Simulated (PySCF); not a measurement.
**C2H8BNO4**

The system: C2H8BNO4, a molecule drawn to mimic a surface site (built as: C site whose three back bonds go to OB(OH)2, NH2, OCH3; end group H); neutral, singlet. The structure, one conformer, was relaxed in the gas phase by PBE0-D3(BJ)/def2-SVP. No frequency run checks that it is a minimum.

SMILES: COC(N)OB(O)O

Coordinates in Å:
```
C1     -0.248   -0.419    0.918
O2      0.684   -0.569   -0.155
B3      1.348    0.484   -0.712
O4      1.176    1.752   -0.241
O5      2.201    0.260   -1.755
N6     -0.011   -1.347    1.956
O7     -1.521   -0.657    0.444
C8     -1.964    0.242   -0.531
H9     -0.148    0.615    1.303
H10     1.715    2.380   -0.732
H11     2.220   -0.672   -1.992
H12     0.934   -1.240    2.313
H13    -0.112   -2.293    1.592
H14    -3.035    0.055   -0.686
H15    -1.826    1.292   -0.213
H16    -1.440    0.102   -1.494
```

Shieldings: GIAO PBE0/pcSseg-1. Shifts are against computed references at the same level: C TMS (σ 184.4 ppm), H TMS (σ 31.27 ppm). Core levels by delta-SCF with SCAN, pcX-2 on the ionised atom and pcseg-1 elsewhere, spin-free X2C; from the vacuum level, for chosen atoms.

**Question.** Give the shieldings and core levels atom by atom.

**Answer.** 
```tsv
atoms	bonded to	σ (ppm)	δ (ppm)	core level (eV)
C1	1 N + 2 O + 1 H	81.5	102.9	1s 294.34
O2	1 B + 1 C	175.3	-	1s 538.28
B3	3 O	82.4	-	1s 198.12
O4	1 B + 1 H	255.7	-	-
O5	1 B + 1 H	249.9	-	-
N6	1 C + 2 H	198.2	-	1s 405.25
O7	2 C	259.2	-	1s 538.58
C8	1 O + 3 H	129.9	54.5	-
H9	1 C	25.79	5.47	-
H10	1 O	28.30	2.96	-
H11	1 O	28.41	2.86	-
H12	1 N	30.31	0.96	-
H13	1 N	29.87	1.40	-
H14 H15 H16	1 C	27.98	3.29	-
```

Values are those of this one static structure, with the three H of a rotating XH3 group averaged; atoms that internal rotation interchanges would show their mean in an NMR spectrum.

**Question.** Which of O2, O7 holds its core electrons tightest, and by how much against the loosest?

**Answer.** O7 (bonded to 2 C), by 0.30 eV over O2 (bonded to 1 B + 1 C).

**Question.** By CAM-B3LYP/def2-SVPD (TDDFT singlets, Tamm-Dancoff triplets, ionisation by delta-SCF), where does absorption start, and what does vertical ionisation take?

**Answer.** The lowest singlet lies at 6.95 eV (f 0.026), the lowest triplet at 6.71 eV; vertical ionisation takes 9.98 eV.

The 3 runs behind this took 4.8 min in all, one thread each of AMD EPYC 7R43 64-Core on a shared host, launched as `OMP_NUM_THREADS=1 python cluster_run.py task.json out`.
